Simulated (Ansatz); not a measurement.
Two isomers of CH9NOSi2: A = `CO[SiH](N)[SiH3]`, B = `N[SiH2][SiH2]CO`.

Program: Ansatz. Geometries: PBE0-D4/def2-TZVP. ΔE: electronic, gas phase. CBS: MP2 limit from def2 TZ/QZ plus the TZ coupled-cluster correction, frozen cores. DFT in def2-TZVPP. B3LYP here is the variant with VWN-RPA as its local correlation; programs differ in this. Each species was taken in one conformer, which may not be the lowest.

Question: Which isomer does CCSD(T)/CBS put lower? Give the gap. (An estimate is asked.)

Answer: Ansatz gave: A, by 31.5 kcal/mol.

Question: Give E(B) − E(A) in kcal/mol with PBE-D4, B2PLYP, ωB97M-V, CCSD(T)/def2-TZVPP, B3LYP, CCSD/def2-TZVPP, B3LYP-D4. (An estimate is asked.)

Answer: Ansatz gave: PBE-D4 28.4, B2PLYP 32.0, ωB97M-V 31.4, CCSD(T)/def2-TZVPP 31.6, B3LYP 31.2, CCSD/def2-TZVPP 31.9, B3LYP-D4 31.9. None reverses the order clearly.

Largest T1 diagnostic: 0.012.

The D4 term adds +0.8 kcal/mol with B3LYP and +0.4 kcal/mol with PBE0; it sums over pairs of atoms, weighted by their polarisabilities, and B3LYP, whose exchange is more repulsive, gets the larger term. In def2-TZVPP, CCSD(T) changes the Hartree–Fock value by −2.9 kcal/mol (the triples alone add −0.3 kcal/mol) and MP2 by −2.2 kcal/mol.
